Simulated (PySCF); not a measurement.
C₄H₇, SMILES [CH2]C(=C)C (connectivity only; charge and spin as stated), charge +1, multiplicity 1. Atoms are numbered in the order given.

```xyz
11

C     -0.8000     0.0014    -1.1708
C     -0.0452    -0.0007     0.0000
C     -0.8000     0.0014     1.1708
C      1.4599     0.0000     0.0000
H     -0.3242     0.0315    -2.1587
H     -1.8953    -0.0199    -1.1447
H     -0.3242     0.0315     2.1587
H     -1.8953    -0.0199     1.1447
H      1.8588     0.5007    -0.8928
H      1.8338    -1.0374     0.0000
H      1.8588     0.5007     0.8928
```
Charge +1, spin multiplicity 1.

Geometry: B3LYP-D3(BJ)/def2-SVP. The multiplicity is an assumed one; other spin states were not compared. The isomer is the one that the SMILES or the coordinates give; other isomers of the formula were not compared.

All values below come from B3LYP-D3(BJ)/def2-SVP in PySCF 2.14.0.

Harmonic, unscaled wavenumbers; measured fundamentals usually lie a few per cent lower.

Question: Give all harmonic wavenumbers and intensities. (An estimate is asked for; the answer gives what the named calculation found.)

Answer: 
```
mode  ν (cm⁻¹)  IR (km/mol)  moving atoms (share of kinetic energy)
----  --------  -----------  --------------------------------------
1           32          1.8                                  H 95 %
2          244          5.8                          H 76 %, C 24 %
3          402          0.0                          C 59 %, H 41 %
4          449          0.1                          C 57 %, H 43 %
5          477         12.3                          H 57 %, C 43 %
6          638          0.1                                 H 100 %
7          861          4.0                          C 75 %, H 25 %
8          971          0.6                          H 82 %, C 18 %
9         1033          0.9                          H 70 %, C 30 %
10        1043          0.8                          H 61 %, C 39 %
11        1060         20.1                          H 67 %, C 33 %
12        1122          0.1                          H 73 %, C 27 %
13        1124         19.9                          H 62 %, C 38 %
14        1390          7.2                          H 80 %, C 20 %
15        1397         89.4                          H 73 %, C 27 %
16        1417          7.6                          H 63 %, C 37 %
17        1450         41.4                                  H 96 %
18        1467         12.4                          H 88 %, C 12 %
19        1557         24.2                          C 55 %, H 45 %
20        1591        153.5                          C 74 %, H 26 %
21        3050          2.3                                  H 97 %
22        3134          1.6                           H 91 %, C 9 %
23        3138         12.8                                  H 94 %
24        3138          3.5                                  H 95 %
25        3164          0.5                          H 90 %, C 10 %
26        3252          8.4                          H 89 %, C 11 %
27        3253         17.0                          H 89 %, C 11 %
```
